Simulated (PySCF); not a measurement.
## Calculated NMR parameters of CC1=CC=C[Si@H]1N([SiH3])[SiH3]

```
Formula                               : C5H13NSi3
SMILES                                : CC1=CC=C[Si@H]1N([SiH3])[SiH3]
Point group of the computed structure : C1
Degrees of unsaturation               : 3
Carbon signals                        : 5
Proton signals                        : 6
```

Mapped SMILES: `[CH3:1][C:2]1=[CH:3][CH:4]=[CH:5][Si@H:6]1[N:7]([SiH3:8])[SiH3:9]` (H(Xn): hydrogen on atom n).

- GFN2-xTB structure
- GIAO PBE0/pcSseg-1 shieldings
- run in PySCF
- isolated molecule, no relativistic terms, rapidly exchanging positions averaged, a single conformation

Shifts are taken against calculated references (same method and geometry level): ¹H (31.72 ppm) and ¹³C (186.93 ppm) and ²⁹Si (349.16 ppm) against TMS; ¹⁵N (267.73 ppm) vs NH3.

| carbon | δC, type | δH (multiplicity) | HMBC from (2–3 bonds) | span of the C tensor (ppm) |
| --- | --- | --- | --- | --- |
| C1 | 22.1, CH3 | 2.19 (s) | H(C3), H(Si6) | 33 |
| C2 | 151.9, C | – | H(C4), H(C3), H(C5), H(Si6), H(C1) | 233 |
| C3 | 147.6, CH | 6.73 (d) | H(C4), H(C5), H(Si6), H(C1) | 197 |
| C4 | 157.1, CH | 7.14 (m) | H(C3), H(C5), H(Si6) | 237 |
| C5 | 130.6, CH | 5.85 (m) | H(C4), H(C3), H(Si6) | 220 |

Other nuclei:
```
        atoms  nucleus                                                   environment  δ (ppm)  σ (ppm)
       H(Si6)       ¹H  hydrogen on a silicon bonded to 2 C, N, in a 5-membered ring     5.23    26.49
H(Si8)/H(Si9)       ¹H                             hydrogen on a silicon bonded to N     4.86    26.86
          Si6     ²⁹Si             silicon bonded to 2 C, N, H, in a 5-membered ring    -15.1    364.2
      Si8/Si9     ²⁹Si                                      silicon bonded to N, 3 H    -46.4    395.5
           N7      ¹⁵N                                       nitrogen bonded to 3 Si     -0.2    267.9
```

- Carbon types of the structure: 1 × C, 3 × CH, 1 × CH3, leaving 7 H on heteroatoms.
- δC 157.1, 147.6, 130.6: alkene CH; an sp2 carbon of a C=C bond.
- δC 151.9: fully substituted alkene carbon; an sp2 carbon of a C=C bond.
- δC 22.1: allylic methyl carbon; aliphatic region, no heteroatom directly attached.
- δH 7.14, 6.73, 5.85: hydrogen on an alkene CH; olefinic region.
- δH 2.19: hydrogen on an allylic methyl carbon; allylic position.

Shifts are as computed. Against solution values, carbons near 30 ppm lie about +3 ppm off and those near 130 ppm about +5 ppm. Of 1211 compounds with measured shifts, 218 miss one by over three times the rms of a fit or turn the order of signals round; such compounds aren't used in these exercises. Experimental scales use liquid or dissolved standards, which lie at an offset from isolated NH3 (liquid NH3: subtract about 20 ppm). Multiplicities follow the n + 1 count of equivalent neighbours, as no J values were calculated; m marks all less simple cases, F and P coupling included.
